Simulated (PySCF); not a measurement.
```xyz
7

O     -1.4204    -0.9087     0.1473
Al     0.0059    -0.0025    -0.0046
O      1.4873    -0.7893    -0.2589
O     -0.0489     1.6900     0.0976
H     -1.4226    -1.8673     0.0930
H      2.3123    -0.3057    -0.3451
H     -0.8710     2.1654     0.2394
```

Charge 0, multiplicity 1.

Task: Give the Mulliken and meta-Löwdin atomic charges from PySCF with TPSSh-D3(BJ)/def2-TZVP.

Result: 
```tsv
atom	Mulliken (e)	meta-Löwdin (e)
O1	-0.56	-0.79
Al2	0.71	1.30
O3	-0.56	-0.79
O4	-0.56	-0.79
H5	0.32	0.35
H6	0.32	0.35
H7	0.32	0.35
```
